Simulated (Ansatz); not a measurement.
Species: H3B, SMILES `B` (charge 0, multiplicity 1).

Question: Give a relaxed geometry from B3LYP-D3(BJ)/def2-TZVP (Ansatz, a program for electronic structure).

Answer: the end point of this relaxation (outside a Z-matrix the atoms follow the SMILES, hydrogens last).
Cartesian coordinates (Å) in one orientation:
```xyz
4

B      0.000     0.000    -0.344
H     -0.186     1.111    -0.726
H      0.931    -0.620    -0.749
H     -0.745    -0.491     0.442
```
